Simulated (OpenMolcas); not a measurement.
## 3d⁶ along the 24-electron sequence

```yaml
Program: OpenMolcas
Method: MS-CASPT2, IPEA 0.25 Eh, imaginary shift 0.1 Eh
Basis: ANO-RCC-VQZP
Scalar_Hamiltonian: DKH2, point nucleus
Spin-orbit_coupling: state interaction with AMFI integrals over the reference wave functions, term energies averaged over their components
```

Active space for each ion: 6 electrons in 5 orbitals (3d); closed shells correlated by CASPT2: 3s 3p.

Computed levels in cm-1 above ⁵D₄:

```tsv
Level	Fe2+	Co3+	Ni4+	Cu5+
⁵D₃	435	618	851	1130
⁵D₂	739	1047	1432	1886
⁵D₁	935	1322	1802	2370
⁵D₀	1032	1456	1982	2600
³P₂(1)	18920	22890	26030	29310
³H₆	19830	23970	27330	30850
³H₅	20040	24270	27720	31330
³P₁(1)	20190	24690	28510	32590
³H₄	20200	24470	27950	31540
weight of ⁵D in the lowest level (%)	100	100	100	100
```

Measured, with the error of the calculation in %. Measured levels: Fe2+ from Corliss and Sugar, J. Phys. Chem. Ref. Data 11, 135 (1982); Co3+ from Sugar and Corliss, J. Phys. Chem. Ref. Data 10, 1097 (1981); Ni4+ from Corliss and Sugar, J. Phys. Chem. Ref. Data 10, 197 (1981); Cu5+ from Sugar and Musgrove, J. Phys. Chem. Ref. Data 19, 527 (1990).

| Level | Fe2+ | Co3+ | Ni4+ | Cu5+ |
| --- | --- | --- | --- | --- |
| ⁵D₃ | 436 (-0.4) | 639 (-3.3) | 890 (-4.3) | 1196 (-5.5) |
| ⁵D₂ | 739 (+0.1) | 1078 (-2.9) | 1490 (-3.9) | 1987 (-5.1) |
| ⁵D₁ | 932 (+0.3) |  | 1872 (-3.7) | 2490 (-4.9) |
| ⁵D₀ | 1027 (+0.4) | 1494 (-2.5) | 2058 (-3.7) | 2733 (-4.8) |
| ³P₂(1) | 19405 (-2.5) | 22883 (0) | 26153 (-0.5) | 29285 (+0.1) |
| ³H₆ | 20051 (-1.1) | 23680 (+1.2) | 27111 (+0.8) | 30418 (+1.4) |
| ³H₅ | 20301 (-1.3) | 24032 (+1.0) | 27578 (+0.5) | 31009 (+1.0) |
| ³P₁(1) | 20688 (-2.4) | 24729 (-0.1) | 28698 (-0.6) | 32685 (-0.3) |
| ³H₄ | 20482 (-1.4) | 24272 (+0.8) | 27859 (+0.3) | 31288 (+0.8) |

The fine-structure level ⁵D₀ changes by a factor of 2.52 from Fe2+ to Cu5+. Its fourth root runs 5.67, 6.18, 6.67, 7.14, with steps per unit of Z of 0.51, 0.50, 0.47; equal steps would mean a (Z - σ)^4 law with constant σ.

³P₂(1) changes by a factor of 1.55 over the same range, with steps per unit of Z of +3970, +3140, +3280 cm-1.

Term energies are means over components that CASPT2 splits; among the terms shown or strongly mixed into the levels shown the widest spread is 280 cm-1 (3d⁶ ³H, Fe2+). Measured partners are found by configuration, term and J. A level has none where our copy of the source lacks it or the pairing is in doubt (some pairs that miss far off the trend of their configuration count as doubtful), and it then counts in no deviation. Only configurations of the active space appear.

A number in round brackets counts repeated terms of one configuration in the order of the reference energies.
